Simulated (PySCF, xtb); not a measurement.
B(H)(Cl)(NH2) (BClH3N), SMILES NBCl.

GFN2-xTB run with xtb 6.7.1 at its own geometry gives an orbital gap of 5.48 eV and a dipole moment of 3.49 D.

Coordinates come from a PBE0-D3(BJ)/def2-TZVP optimisation. One conformer was computed; it need not be the lowest.

What does ωB97X/def2-TZVPD (PySCF) give? (Estimate from the structure and the level; the computed values follow.)

gap 12.38 eV (levels -10.89 and 1.49 eV), dipole 2.67 D.
